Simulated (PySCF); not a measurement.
## Stationary points of As₂H₂

All numbers come from PBE0/[As def2-TZVP, H def2-TZVP], no relativity, density fitting, PySCF.

Relaxations began from a few typed shapes. The search is not exhaustive: other isomers or separated fragments can lie lower, and high-lying points may rest on an excited occupation.

Order these stationary points by electronic energy, lowest first, in kJ/mol from the lowest minimum.
A. singlet C2v: As–As 2.243 Å, As–H 1.526 Å (×2); As–As–H 97.3° (×2)
B. singlet D2h: As–H 1.680 Å (×4); As–H–As 98.9° (×2), H–As–H 81.1° (×2)
C. singlet D∞h: As–As 2.333 Å, As–H 1.623 Å (×2); As–As–H 180.0° (×2)
D. singlet C2h: As–As 2.234 Å, As–H 1.530 Å (×2); As–As–H 92.4° (×2)

D (0.0), A (11.7), B (281.2), C (346.9).

Which of them are minima?

By energy in kJ/mol, 0.0: minimum; 11.7: minimum; 281.2: saddle point, 2 imaginary modes; 346.9: saddle point, 2 imaginary modes.
